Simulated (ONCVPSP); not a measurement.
**Pseudopotential generation for N: ONCV, LDA (Perdew-Zunger), scalar-relativistic.**

N, optimised norm-conserving Vanderbilt (ONCV), made with ONCVPSP 4.0.1 (LDA (Perdew-Zunger), scalar-relativistic). Core [He], reference 2s1.75 2p3.25. Waves: 2s: rc 0.75 bohr, ncon 4, nbas 9, qcut 6.8 1/bohr, 2 projectors, debl 3.1 Ha; 2p: rc 2.10 bohr, ncon 4, nbas 9, qcut 8.3 1/bohr, 2 projectors, debl 3 Ha; d scattering state at 0.23 Ha: rc 1.90 bohr, ncon 4, nbas 7, qcut 4.3 1/bohr, 3 projectors, debl 0.9 Ha. Local part: polynomial inside 0.55 bohr (lpopt 5, dvloc0 0 Ha). Core correction: Teter function, fcfact 4, rcfact 1.3.

Estimate the cutoffs (Ha) at which the residual kinetic energy of the hardest occupied pseudo-wave falls to 1 and 0.1 mHa per electron.

33 Ha and 119 Ha.

Does the potential have ghost states?

No bound ghost flagged; GHOST(+) flagged for s at 387.8 eV.

Which valence shell sets the plane-wave cutoff?

2s: 33 Ha for 1 mHa per electron, against 19 Ha for 2p.

Tests: 2s2 2p3; 2s2 2p2; 2s2 2p1; 2s1 2p4. Which has the largest error in its energy relative to the reference configuration, and how large is it?

2s2 2p1, with +446 meV (all-electron minus pseudo) on +39.90 eV.
